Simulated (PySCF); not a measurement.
Species: C6H9O (doublet state).
Geometry (GFN2-xTB, Å), atoms numbered from 1 in this order:
```xyz
16
C6H9O angstrom
C      2.755    1.079   -0.416
C      1.799    0.311   -0.830
C      0.779   -0.358    0.029
C      0.234   -1.708   -0.363
C     -0.640   -0.503   -0.473
O     -1.694   -0.380    0.424
C     -2.087    0.956    0.638
H      3.129    1.469    0.502
H      1.681    0.100   -1.888
H      0.895   -0.175    1.090
H      0.018   -2.406    0.430
H      0.585   -2.164   -1.276
H     -0.861   -0.111   -1.467
H     -1.268    1.551    1.057
H     -2.915    0.925    1.343
H     -2.419    1.424   -0.297
```

The hyperfine couplings belong to this conformer and change with its torsions.

The species is `C(=[C]/[H])/[C@@H]1C[C@H]1OC` [radical].

The calculation used UKS B3LYP, pcH-1 on C H O, non-relativistic, mean-field spin-orbit, GIAO (PySCF). The structure is a single GFN2-xTB conformer in the gas phase; no vibrational or solvent corrections. A GFN2-xTB geometry isn't a minimum of the functional, and hyperfine couplings can be far from their values at a DFT geometry. Stability of the SCF solution: not tested.

Q: Give the principal g shifts and their parts.

A: 
| Δg (ppm) | 1 | 2 | 3 |
| --- | --- | --- | --- |
| relativistic mass correction | -147 | -147 | -147 |
| gauge correction | 31 | 7 | -47 |
| orbital Zeeman/spin–orbit | -434 | 50 | 595 |
| total | -550 | -91 | 401 |

So g = 2.00177, 2.00223, 2.00272 and g_iso = 2.00224; the tensor is rhombic: the two nearest values differ by 48 % of g3 − g1. Axes: g1 points within 6° of the C1–H8 bond and g2 points within 1° of the C2–C3 bond.

Q: What effective moment and Curie constant follow for a powder?

A: With the mean of g² = 4.0090 and S(S+1) = 0.75: μ_eff = √(⟨g²⟩S(S+1)) = 1.734 μB and χT = 0.12505·⟨g²⟩·S(S+1) = 0.376 cm³ K/mol (cgs; spin-Hamiltonian part alone).

Q: Average each term over the three axes. Which is largest in size?

A: The mass correction -147, the orbital-Zeeman/spin–orbit term 70 and the gauge correction -3 ppm, for a total of -80 ppm. The mass correction is the largest in size. The mass correction is the same along every axis, so the anisotropy comes from the other two: their spans along these axes are 78 (gauge) and 1029 ppm (orbital Zeeman/spin–orbit).

Q: In a frozen sample, at which fields do the three g values resonate at 9.5, 34, 94 and 263 GHz (hyperfine left aside), and which band first spreads them over more than twice a line width of 0.3 mT?

A: 
```json
{"band": "X", "GHz": "9.5", "B(g3) mT": "338.92", "B(g2) mT": "339.00", "B(g1) mT": "339.08", "spread mT": "0.16"}
{"band": "Q", "GHz": "34.0", "B(g3) mT": "1212.96", "B(g2) mT": "1213.26", "B(g1) mT": "1213.54", "spread mT": "0.58"}
{"band": "W", "GHz": "94.0", "B(g3) mT": "3353.48", "B(g2) mT": "3354.31", "B(g1) mT": "3355.08", "spread mT": "1.59"}
{"band": "J", "GHz": "263.0", "B(g3) mT": "9382.62", "B(g2) mT": "9384.92", "B(g1) mT": "9387.07", "spread mT": "4.46"}
```

The spread grows in proportion to the frequency. W band is the first where it exceeds 0.6 mT.

The largest Mulliken spin populations are on C1 (+1.05), C2 (-0.16) and C3 (+0.07). C1 is the only atom above +0.15. The positive populations add up to 1.17 and the negative ones to -0.17, together 2S = 1.

The HOMO–LUMO gaps are 6.53 eV among the α and 4.38 eV among the β orbitals.
